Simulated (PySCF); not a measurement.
C₄H₆ClF. Atoms are numbered in the order given.

```xyz
12

F     -0.6134     0.7638     1.3929
C     -0.6547    -0.0961     0.3188
C      0.6553    -0.7919     0.0988
Cl     1.9303     0.3234    -0.5353
C     -1.9554    -0.8254     0.0977
C     -1.5344     0.3088    -0.8243
H      1.0310    -1.2080     1.0536
H      0.5412    -1.6125    -0.6338
H     -1.9322    -1.8615    -0.2751
H     -2.7480    -0.6126     0.8311
H     -1.1975     0.0790    -1.8471
H     -2.0544     1.2715    -0.7099
```
Charge 0, spin multiplicity 1.

Geometry: PBE-D3(BJ)/def2-SVP. Other conformers were not sampled.

Calculation: PySCF with TDDFT-B3LYP/def2-SVPD.

Vertical excitations. 

**Question.** Estimate the UV-visible absorptions. (The exact figures need the calculation; the answer reports its results.)

**Answer.** 
```csv
state,energy (eV),λ (nm),f,main pairs
S1,7.02,177,0.006,"HOMO−1→LUMO 66 %, HOMO→LUMO 15 %"
S2,7.05,176,0.020,"HOMO→LUMO 45 %, HOMO−1→LUMO 24 %, HOMO−2→LUMO 23 %"
S3,7.35,169,0.052,"HOMO−2→LUMO 53 %, HOMO→LUMO 36 %, HOMO→LUMO+1 10 %"
S4,7.54,164,0.059,HOMO→LUMO+1 83 %
S5,7.70,161,0.005,HOMO−1→LUMO+1 89 %
S6,7.77,160,0.007,HOMO−2→LUMO+1 90 %
S7,8.06,154,0.046,HOMO−3→LUMO 88 %
S8,8.20,151,0.013,"HOMO→LUMO+2 58 %, HOMO→LUMO+4 16 %, HOMO→LUMO+3 11 %"
S9,8.32,149,0.007,HOMO−3→LUMO+1 84 %
S10,8.37,148,0.024,"HOMO→LUMO+3 57 %, HOMO→LUMO+2 24 %"
T1,6.36,195,0,HOMO−1→LUMO 81 %
T2,6.40,194,0,"HOMO→LUMO 40 %, HOMO−2→LUMO 37 %"
T3,7.02,177,0,"HOMO→LUMO 46 %, HOMO−2→LUMO 41 %"
T4,7.33,169,0,HOMO→LUMO+1 79 %
```
Triplets are in the Tamm–Dancoff approximation, which puts them higher than full response would, so one can lie above its singlet here.
